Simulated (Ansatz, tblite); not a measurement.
Cost and result up the ladder for [(OH)2Al]2O (Al2O5H4) (11 atoms). Total charge 0; singlet. Geometry: PBE0-D4/def2-SVP.

```xyz
11

Al    0.1665    1.3109    0.8414
O     1.5480    1.8778    1.6477
O    -1.2424    2.2518    0.9060
O     0.1357   -0.1398   -0.0167
Al   -0.2251   -1.4949   -0.9646
O    -0.4886   -3.0260   -0.2887
O    -0.3107   -1.4324   -2.6551
H     2.3902    1.4228    1.6733
H    -1.2893    3.0816    1.3828
H    -0.4664   -3.2175    0.6486
H    -0.2179   -0.6344   -3.1748
```

Ansatz on 4 threads of Arm Neoverse V2 on a shared host; xTB runs through tblite on one thread. Times are rough, summed over both states, and most runs start from the orbitals of an earlier one. r2SCAN0-D4/def2-TZVP serves as the yardstick here, not as an exact answer. The other state is a doublet.

The xTB rows come from tblite.

Run but left out: PBE-D4/def2-TZVP (charge +1 doublet: an occupied level 0.05 eV above an empty one).

Raw xTB energies of ions are shifted by several eV.

```csv
level,functions,wall time,vertical IE (eV),difference from r2SCAN0-D4/def2-TZVP (eV)
GFN1-xTB,46,0.015 s,15.94,5.04
GFN2-xTB,42,0.015 s,15.05,4.15
PBE0-D4/def2-TZVP,253,23 s,10.71,-0.19
r2SCAN0-D4/def2-TZVP,253,37 s,10.90,0.00
```
